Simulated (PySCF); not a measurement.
Calculation: PySCF with B3LYP-D3(BJ)/def2-TZVP // BP86-D3(BJ)/def2-SVP. Gas-phase values, no solvent. One relaxed conformer stands for a flexible species; it need not be the lowest. B3LYP has the VWN-RPA correlation part, as in Gaussian. 

Reference species: [Mo(F)6] (neutral, multiplicity 1).

```
Quantity                Result
-------------------  ---------
coordination number          6
HOMO                 -12.51 eV
HOMO–LUMO gap          6.27 eV
```

Changed species: [Mo(F)4(NH2)2] (2 of 6 F replaced by NH2; the reference has 0 of 6 F replaced by NH2).

Task: Give the shifts of the coordination number, HOMO and HOMO–LUMO gap.

Result: the coordination number is nearly the same; the HOMO rises by 3.85 eV, to -8.66 eV; the HOMO–LUMO gap drops by 2.08 eV, to 4.19 eV.
